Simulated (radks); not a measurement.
The numbers below are computed, except where a source is named.
Effect of the nuclear size on neutral caesium, [Xe] 6s1. Level of theory: Dirac Kohn-Sham, LDA (Slater exchange, Perdew-Wang correlation), spin-unpolarised, spherical densities, finite nucleus; Fermi nuclear charge, rms radius 4.8041 fm (a radial shooting solver on a logarithmic mesh with Libxc functionals). The rms radius is varied about that value; shifts are against it.

| rms radius (fm) | total energy shift (eV) | density at nucleus (e/bohr^3) | 1s1/2 shift (meV) | 2s1/2 shift (meV) | 4p1/2 shift (meV) | 5s1/2 shift (meV) | 5p1/2 shift (meV) |
|---|---|---|---|---|---|---|---|
| 3.9249 | -2.49 | 3.063e+05 | -1040 | -124 | 0.432 | -0.740 | 0.132 |
| 4.3333 | -1.38 | 3.007e+05 | -577 | -68.7 | 0.240 | -0.411 | 0.074 |
| 4.8041 | 0 | 2.95e+05 | 0.000 | 0.000 | 0.000 | 0.000 | 0.000 |
| 4.9482 | 0.446 | 2.934e+05 | 186 | 22.2 | -0.078 | 0.133 | -0.024 |
| 5.9859 | 3.98 | 2.832e+05 | 1660 | 198 | -0.690 | 1.18 | -0.211 |

Slopes of the eigenvalues against <r^2> in GHz/fm^2, as finite differences over the two radii next to the reference (eigenvalue slopes, not the field-shift constants of lines): 1s1/2 32300, 2s1/2 3850, 4p1/2 -13.5, 5s1/2 23.0, 5p1/2 -4.12.
